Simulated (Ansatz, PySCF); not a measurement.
C3H6OSi, SMILES C#C[Si@@H](C)O. Atoms are numbered in the order given.

```xyz
11

C      2.4136     0.8291     0.5114
C      1.2763     0.3931     0.4126
Si    -0.4355    -0.2718     0.2544
C     -1.5909     1.0482    -0.3557
O     -0.4691    -1.5020    -0.8719
H      3.4139     1.2158     0.5985
H     -0.8301    -0.7698     1.6074
H     -1.2588     1.4234    -1.3362
H     -2.6112     0.6481    -0.4663
H     -1.6255     1.8965     0.3457
H      0.1667    -2.2159    -0.7455
```
Charge 0, spin multiplicity 1.

The structure is a stationary point at r2SCAN-D4/def2-SVP. The structure was generated by enumeration; whether it is a known compound was not checked. One conformer was computed; it need not be the lowest.

Vertical ionisation energy (IE) and electron affinity (EA) in eV. Rows of orbital energies are one-electron estimates. Where ΔSCF, EOM or ADC give a negative EA the extra electron is unbound and the value depends on the basis.

```
level                                                                        IE     EA
------------------------------------------------------------------------  -----  -----
−ε(HOMO), −ε(LUMO), HF/def2-TZVP (PySCF)                                  10.82  -3.05
−ε(HOMO), −ε(LUMO), PBE/def2-TZVP (PySCF)                                  6.85   1.26
ΔSCF, CAM-B3LYP/def2-SVPD (Ansatz), final states of multiplicity 2 and 2  10.42  -1.29
ΔSCF, PBE/def2-SVPD (Ansatz), final states of multiplicity 2 and 2            …      …
```

Task: Complete the blanks. (Estimate from the structure and the level; the computed values follow.)

Result: 
- ΔSCF, PBE/def2-SVPD (Ansatz, a first-principles code), final states of multiplicity 2 and 2, IE: 9.76
- ΔSCF, PBE/def2-SVPD (Ansatz), final states of multiplicity 2 and 2, EA: -0.99

Task: What vertical singlet–triplet gap does ΔSCF give with CAM-B3LYP/def2-SVPD (Ansatz) and with PBE/def2-SVPD (Ansatz)? (Estimate from the structure and the level; the computed values follow.)

Result: 5.07 and 5.02 eV (triplet above singlet where positive).
